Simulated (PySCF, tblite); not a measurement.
Isomers of C5H11FOSi2. Calculated harmonic vibrations of the isolated species, GFN2-xTB (tblite), most abundant isotopes, no scaling. Against measured fundamentals such values can be off by several per cent, at times by over 20. Modes of hydrogen on silicon can be 10 to 20 % off. One conformer each.

Electronic energies: PBE0/pcSseg-1 single points on the GFN2-xTB geometries (PySCF, gas phase).

```csv
SMILES,"electronic energy, lowest = 0 (kcal/mol)"
OC[C@@H]1[SiH2]C=C[SiH2][C@H]1F,0.3
CC#C[SiH2][SiH2][C@@H](F)OC,28.5
CC(=O)[SiH2]C/C([SiH3])=C/F,7.7
C=C(F)C[Si@](C)([SiH3])C=O,0.0
```

Task: How do GFN2-xTB zero-point energies change the relative energies?

Result: 
| SMILES | ZPE (kcal/mol) | of it from modes above 1550 cm⁻¹ | electronic (kcal/mol) | with ZPE, lowest = 0 (kcal/mol) | lowest mode (cm⁻¹) | rings |
| --- | --- | --- | --- | --- | --- | --- |
| C=C(F)C[Si@](C)([SiH3])C=O | 87.6 | 49.0 | 0.0 | 0.0 | 17 | 0 |
| OC[C@@H]1[SiH2]C=C[SiH2][C@H]1F | 89.7 | 45.4 | 0.3 | 2.4 | 64 | 1 |
| CC(=O)[SiH2]C/C([SiH3])=C/F | 85.7 | 46.8 | 7.7 | 5.9 | 10i | 0 |
| CC#C[SiH2][SiH2][C@@H](F)OC | 87.0 | 45.5 | 28.5 | 27.9 | 9 | 0 |

The zero-point energies span 4.0 kcal/mol, from `CC(=O)[SiH2]C/C([SiH3])=C/F` to `OC[C@@H]1[SiH2]C=C[SiH2][C@H]1F`. Slightly imaginary modes are left out of the zero-point energy: `CC(=O)[SiH2]C/C([SiH3])=C/F` 10.1i cm⁻¹. The order is unchanged.

Task: And how do the electronic energies of GFN2-xTB itself compare?

Result: `C=C(F)C[Si@](C)([SiH3])C=O` 22.9; `OC[C@@H]1[SiH2]C=C[SiH2][C@H]1F` 0.0; `CC(=O)[SiH2]C/C([SiH3])=C/F` 3.5; `CC#C[SiH2][SiH2][C@@H](F)OC` 17.8 kcal/mol, lowest = 0. Against the energies above, taken from the same isomer `C=C(F)C[Si@](C)([SiH3])C=O`, the largest difference is 33.6 kcal/mol.
